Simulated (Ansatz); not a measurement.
Molecular dynamics of CHBFNO

The input (input.yaml):

```yaml
crystal:
  periodic: [false, false, false]
  atoms:
    - { symbol: O, position_ang: [0.868495, -2.325997, 0.994202] }
    - { symbol: C, position_ang: [0.5378, -1.333458, 0.485732] }
    - { symbol: "N", position_ang: [0.224967, -0.322629, -0.081192] }
    - { symbol: B, position_ang: [-0.370619, 0.929527, -0.357425] }
    - { symbol: F, position_ang: [-0.135986, 1.49722, -1.523946] }
    - { symbol: H, position_ang: [-1.082656, 1.491337, 0.436529] }
basis:
  gaussian: { orbitals: def2-SVP }
hamiltonian:
  xc: pbe0
  dispersion: d4
md:
  timestep: 0.5
  n_steps: 113
  ensemble: nve_milne
  temperature: 200.0
  initial_velocities: maxwell_boltzmann
  seed: 195691
  masses: [{ species: H, mass: 2.014 }]
```

Launched with:

```bash
$ ansatz run input.yaml --threads 1 --pin off --max-ram 2048MiB --backend cpu --events-out ev --progress --plain --runs-dir out
```

It starts from a relaxed structure.

Output, in part (one step line in 4, the closing report, with atoms numbered from 0):

```
md step     0: t =     0.00 fs  T =   200.0 K  F+E_penalty+E_count = -7971.29376512 eV  E_kin = 0.103408 eV  conserved = -7971.19035712 eV  (26 SCF iters)
md step     4: t =     2.00 fs  T =   165.1 K  F+E_penalty+E_count = -7971.27572547 eV  E_kin = 0.085370 eV  conserved = -7971.19035555 eV  (25 SCF iters)
md step     8: t =     4.00 fs  T =   110.9 K  F+E_penalty+E_count = -7971.24769569 eV  E_kin = 0.057339 eV  conserved = -7971.19035683 eV  (25 SCF iters)
md step    12: t =     6.00 fs  T =   100.6 K  F+E_penalty+E_count = -7971.24238372 eV  E_kin = 0.052029 eV  conserved = -7971.19035497 eV  (25 SCF iters)
md step    16: t =     8.00 fs  T =   105.0 K  F+E_penalty+E_count = -7971.24462747 eV  E_kin = 0.054271 eV  conserved = -7971.19035681 eV  (25 SCF iters)
md step    20: t =    10.00 fs  T =    90.7 K  F+E_penalty+E_count = -7971.23723148 eV  E_kin = 0.046874 eV  conserved = -7971.19035738 eV  (27 SCF iters)
md step    24: t =    12.00 fs  T =    83.8 K  F+E_penalty+E_count = -7971.23369767 eV  E_kin = 0.043342 eV  conserved = -7971.19035567 eV  (25 SCF iters)
md step    28: t =    14.00 fs  T =   105.6 K  F+E_penalty+E_count = -7971.24493797 eV  E_kin = 0.054582 eV  conserved = -7971.19035576 eV  (25 SCF iters)
md step    32: t =    16.00 fs  T =   134.7 K  F+E_penalty+E_count = -7971.25999518 eV  E_kin = 0.069641 eV  conserved = -7971.19035465 eV  (25 SCF iters)
md step    36: t =    18.00 fs  T =   137.2 K  F+E_penalty+E_count = -7971.26128471 eV  E_kin = 0.070927 eV  conserved = -7971.19035819 eV  (25 SCF iters)
md step    40: t =    20.00 fs  T =   121.2 K  F+E_penalty+E_count = -7971.25303432 eV  E_kin = 0.062678 eV  conserved = -7971.19035658 eV  (26 SCF iters)
md step    44: t =    22.00 fs  T =   127.3 K  F+E_penalty+E_count = -7971.25615742 eV  E_kin = 0.065800 eV  conserved = -7971.19035702 eV  (26 SCF iters)
md step    48: t =    24.00 fs  T =   143.0 K  F+E_penalty+E_count = -7971.26431282 eV  E_kin = 0.073959 eV  conserved = -7971.19035374 eV  (26 SCF iters)
md step    52: t =    26.00 fs  T =   126.4 K  F+E_penalty+E_count = -7971.25570167 eV  E_kin = 0.065345 eV  conserved = -7971.19035674 eV  (26 SCF iters)
md step    56: t =    28.00 fs  T =    90.5 K  F+E_penalty+E_count = -7971.23714087 eV  E_kin = 0.046784 eV  conserved = -7971.19035675 eV  (25 SCF iters)
md step    60: t =    30.00 fs  T =    81.3 K  F+E_penalty+E_count = -7971.23240079 eV  E_kin = 0.042044 eV  conserved = -7971.19035713 eV  (25 SCF iters)
md step    64: t =    32.00 fs  T =   107.3 K  F+E_penalty+E_count = -7971.24584707 eV  E_kin = 0.055492 eV  conserved = -7971.19035461 eV  (28 SCF iters)
md step    68: t =    34.00 fs  T =   127.1 K  F+E_penalty+E_count = -7971.25608103 eV  E_kin = 0.065726 eV  conserved = -7971.19035481 eV  (26 SCF iters)
md step    72: t =    36.00 fs  T =   118.4 K  F+E_penalty+E_count = -7971.25159570 eV  E_kin = 0.061237 eV  conserved = -7971.19035840 eV  (25 SCF iters)
md step    76: t =    38.00 fs  T =   121.7 K  F+E_penalty+E_count = -7971.25326911 eV  E_kin = 0.062912 eV  conserved = -7971.19035734 eV  (26 SCF iters)
md step    80: t =    40.00 fs  T =   146.8 K  F+E_penalty+E_count = -7971.26625779 eV  E_kin = 0.075901 eV  conserved = -7971.19035672 eV  (25 SCF iters)
md step    84: t =    42.00 fs  T =   140.5 K  F+E_penalty+E_count = -7971.26300209 eV  E_kin = 0.072649 eV  conserved = -7971.19035342 eV  (26 SCF iters)
md step    88: t =    44.00 fs  T =   102.1 K  F+E_penalty+E_count = -7971.24316238 eV  E_kin = 0.052805 eV  conserved = -7971.19035754 eV  (25 SCF iters)
md step    92: t =    46.00 fs  T =    89.0 K  F+E_penalty+E_count = -7971.23639625 eV  E_kin = 0.046039 eV  conserved = -7971.19035687 eV  (25 SCF iters)
md step    96: t =    48.00 fs  T =   118.5 K  F+E_penalty+E_count = -7971.25160779 eV  E_kin = 0.061250 eV  conserved = -7971.19035750 eV  (25 SCF iters)
md step   100: t =    50.00 fs  T =   140.9 K  F+E_penalty+E_count = -7971.26320320 eV  E_kin = 0.072849 eV  conserved = -7971.19035387 eV  (25 SCF iters)
md step   104: t =    52.00 fs  T =   112.5 K  F+E_penalty+E_count = -7971.24851056 eV  E_kin = 0.058155 eV  conserved = -7971.19035584 eV  (25 SCF iters)
md step   108: t =    54.00 fs  T =    68.6 K  F+E_penalty+E_count = -7971.22580509 eV  E_kin = 0.035448 eV  conserved = -7971.19035752 eV  (25 SCF iters)
md step   112: t =    56.00 fs  T =    68.2 K  F+E_penalty+E_count = -7971.22563875 eV  E_kin = 0.035281 eV  conserved = -7971.19035769 eV  (25 SCF iters)
md step   113: t =    56.50 fs  T =    74.4 K  F+E_penalty+E_count = -7971.22880650 eV  E_kin = 0.038450 eV  conserved = -7971.19035652 eV  (27 SCF iters)
Total energy: -7971.22882514 eV, -292.9372562309 hartree
Atom 0 at     0.917921    -2.355620     0.882502 Å, force    -0.088451     0.286354    -0.074838 eV/Å
Atom 1 at     0.533875    -1.320799     0.500994 Å, force     0.016798    -0.111485     0.004541 eV/Å
Atom 2 at     0.139526    -0.255440     0.117794 Å, force    -0.286392     0.457521    -0.611586 eV/Å
Atom 3 at    -0.422764     0.973340    -0.383714 Å, force     1.024517    -1.026426     0.850365 eV/Å
Atom 4 at    -0.082827     1.428423    -1.564680 Å, force    -0.094184    -0.068440    -0.234900 eV/Å
Atom 5 at    -1.079228     1.597690     0.374286 Å, force    -0.572288     0.462475     0.066418 eV/Å
Dipole moment:    -0.143504     0.157413     0.026893 e Å
```

All steps were run. The conserved energy stayed within 0.00067 meV per atom of its start (net change 0 meV per atom), so the integration is sound. The temperature averaged 0.55 of the 200 K drawn at the start: a run that starts near a minimum puts about half its kinetic energy into the potential. A run of 0.057 ps of so small a system gives no equilibrium averages.

The same pairs are bonded in the first frame and the last. Pairs count as bonded within 1.25 times the sum of covalent radii (0.12 Å more for H–H).

Last frame:

```xyz
6
Properties=species:S:1:pos:R:3
O 0.918 -2.356 0.882
C 0.534 -1.321 0.501
N 0.140 -0.255 0.118
B -0.423 0.973 -0.384
F -0.083 1.428 -1.565
H -1.079 1.598 0.374
```

Run time: 13 min on 1 CPU thread of a shared host.
